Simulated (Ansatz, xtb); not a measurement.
**Relative energy of two isomers of C3H10GeSi**

Structure a is `C=[CH][GeH2][SiH2]C`, a singlet and structure b is `C=C[SiH2][GeH2][CH3]`, a singlet. Both are isolated molecules in the gas phase, relaxed with PBE-D3(BJ)/def2-SVP; each stands in its lowest conformer found.

Problem. Which of the two would you expect CCSD(T)/def2-SVP + ΔMP2/def2-TZVPP electronic energies to favour?

Solution. Too close to call at this level: CCSD(T)/def2-SVP + ΔMP2/def2-TZVPP gives E(b) − E(a) = −0.01 kcal/mol.

Level by level:

| level | geometry | E(b) − E(a) (kcal/mol) | departure from the last row (kcal/mol) | job, with rough time for the two |
| --- | --- | --- | --- | --- |
| GFN2-xTB | GFN2-xTB | −0.37 | −0.36 | optimisation, 1.1 s |
| HF/STO-3G | GFN2-xTB | +0.58 | +0.59 | single point, 2.2 s |
| r2SCAN-D4/def2-SVP | GFN2-xTB | +0.14 | +0.15 | single point, 13 s |
| PBE-D3(BJ)/def2-SVP | PBE-D3(BJ)/def2-SVP | +0.13 | +0.14 | optimisation, 2.9 min |
| HF/def2-SVP | PBE-D3(BJ)/def2-SVP | −0.22 | −0.21 | part of the CCSD(T) run |
| MP2/def2-SVP | PBE-D3(BJ)/def2-SVP | +0.19 | +0.20 | part of the CCSD(T) run |
| CCSD(T)/def2-SVP | PBE-D3(BJ)/def2-SVP | +0.10 | +0.12 | single point |
| CCSD(T)/def2-SVP + ΔMP2/def2-TZVPP | PBE-D3(BJ)/def2-SVP | −0.01 |  | single point, 4.8 min |

As drawn, both hold the same kinds of bond in the same numbers.

The largest departure from CCSD(T)/def2-SVP + ΔMP2/def2-TZVPP is that of HF/STO-3G, 0.59 kcal/mol. A small imaginary or near-zero mode remains, so no thermal terms are given. The last row adds to CCSD(T) the change of the MP2 difference between the two basis sets, here −0.12 kcal/mol.

The correlated steps freeze 17 core orbitals; the filled d shell of Ge is correlated, in a basis made for valence electrons. Programs: Ansatz 0.2.0, xtb 6.7.1; the last row on 2 threads of AMD EPYC (Zen 3) on a shared host.
